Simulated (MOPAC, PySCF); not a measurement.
[Zn(NH2)(OH)], neutral singlet in the gas phase. 

Cartesian coordinates (Å):
```xyz
6

Zn    -0.0330    -0.1117    -0.1128
N     -0.9403    -0.9777     1.2174
H     -1.3711    -0.3443     1.9025
H     -0.3538    -1.6186     1.7663
O      0.6369     0.5777    -1.6122
H      1.3877     1.1751    -1.4457
```
Charge 0, spin multiplicity 1.

All levels are single points at this geometry (TPSS-D3(BJ)/def2-SVP); Pople sets use spherical d functions. Orbital energies aren't observables, and empty levels follow the basis.

PBE-D3(BJ)/def2-TZVP in PySCF gives gap (eV) = 4.23.

Question: Estimate the gap (eV) from each of these levels: TPSSh-D3(BJ)/def2-TZVP in PySCF; B3LYP/3-21G in PySCF; B3LYP/6-311+G** (LANL2DZ on Zn) in PySCF; B3LYP/6-31G* (LANL2DZ on Zn) in PySCF; BP86/6-31G* (LANL2DZ on Zn) in PySCF; M06-2X/6-31G* (LANL2DZ on Zn) in PySCF; PBE/6-31G* (LANL2DZ on Zn) in PySCF; HF/3-21G in PySCF; HF/STO-3G in PySCF; AM1 in MOPAC; PM3 in MOPAC; PM6 in MOPAC.

Answer: 
```csv
level,gap (eV)
TPSSh-D3(BJ)/def2-TZVP in PySCF,5.30
B3LYP/3-21G in PySCF,5.30
B3LYP/6-311+G** (LANL2DZ on Zn) in PySCF,5.54
B3LYP/6-31G* (LANL2DZ on Zn) in PySCF,5.57
BP86/6-31G* (LANL2DZ on Zn) in PySCF,3.93
M06-2X/6-31G* (LANL2DZ on Zn) in PySCF,8.21
PBE/6-31G* (LANL2DZ on Zn) in PySCF,3.90
HF/3-21G in PySCF,11.52
HF/STO-3G in PySCF,11.08
AM1 in MOPAC,10.78
PM3 in MOPAC,9.99
PM6 in MOPAC,9.28
```
